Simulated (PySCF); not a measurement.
H6Si2Te, SMILES [SiH3][Te][SiH3].

Coordinates come from a B3LYP-D3(BJ)/def2-SVP optimisation. The def2 effective core potentials stand for the cores of Te; spin–orbit coupling is left out.

All values below come from ωB97X/def2-TZVPD in PySCF.

Symmetry labels are those of the subgroup C2v that the program uses (full group C2v).

List the valence orbital energies around the gap with their symmetry. (The exact figures need the calculation; the answer reports its results.)


```
orbital  symmetry  energy (eV)
-------  --------  -----------
HOMO−7         A1       -17.24
HOMO−6         A1       -12.96
HOMO−5         B2       -12.91
HOMO−4         B1       -12.66
HOMO−3         A2       -12.46
HOMO−2         B1       -10.79
HOMO−1         A1       -10.33
HOMO           B2        -8.61
LUMO           B1         0.88
LUMO+1         A1         1.02
LUMO+2         A1         1.68
LUMO+3         B2         1.77
```
